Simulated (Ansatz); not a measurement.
Reaction (isomerisation): `C[SiH](F)[InH2]` → `[CH3][In]([F])[SiH3]`

Computed with Ansatz on PBE0-D4/def2-TZVP structures; ΔE is electronic, products minus reactants. CCSD(T)/CBS is the MP2 limit (def2-TZVPP, def2-QZVPP) plus CCSD(T) − MP2 in def2-TZVPP, frozen cores. Functionals use def2-TZVPP. B3LYP here is the variant with VWN-RPA as its local correlation; programs differ in this. HSE06 is defined as in plane-wave codes. Elements past krypton have def2 core potentials. For In outer-core shells are correlated without core-valence functions, which leaves a few kJ/mol of doubt a bond.

`C[SiH](F)[InH2]`:

```xyz
10

C    -1.509    0.165    0.646
Si   -0.289   -0.352   -0.669
F    -0.698    0.392   -2.043
In    2.175    0.165   -0.076
H    -2.530   -0.071    0.333
H    -1.303   -0.372    1.576
H    -1.453    1.236    0.852
H    -0.458   -1.813   -0.927
H     2.853   -0.463    1.391
H     3.212    1.112   -1.083
```

`[CH3][In]([F])[SiH3]`:

Cartesian coordinates in Å:
```
C 0.765 1.493 -1.488
In -0.256 0.426 0.057
F -1.604 1.636 0.846
Si -0.395 -1.824 1.272
H 0.039 1.774 -2.253
H 1.183 2.405 -1.061
H 1.560 0.901 -1.940
H -1.763 -2.385 1.119
H 0.585 -2.803 0.729
H -0.114 -1.622 2.718
```

```
             level  ΔE (kJ/mol)  difference from CCSD(T)/CBS
       LDA (SPW92)         53.9                         12.8
         revPBE-D4         38.2                         -2.9
         r2SCAN-D4         45.6                          4.5
          B3LYP-D4         45.4                          4.3
          HSE06-D4         48.4                          7.3
           ωB97M-V         53.4                         12.3
             BHLYP         53.2                         12.1
     HF/def2-TZVPP         61.9                         20.8
CCSD(T)/def2-TZVPP         45.9                          4.8
      HF/CBS(def2)         62.0                         20.9
       CCSD(T)/CBS         41.1                            0
```

Largest T1 diagnostic among the species: 0.014.

The D4 term adds +3.6 kJ/mol with B3LYP and +1.9 kJ/mol with PBE0; it sums over pairs of atoms, weighted by their polarisabilities, and B3LYP, whose exchange is more repulsive, gets the larger term. From PBE to PBE0 (25 % exact exchange), in def2-TZVPP and without D4, ΔE moves by +11.2 kJ/mol.

CCSD(T)/CBS has its own doubt, a few kJ/mol and more with outer-core shells, so smaller differences from it don't rank the levels.
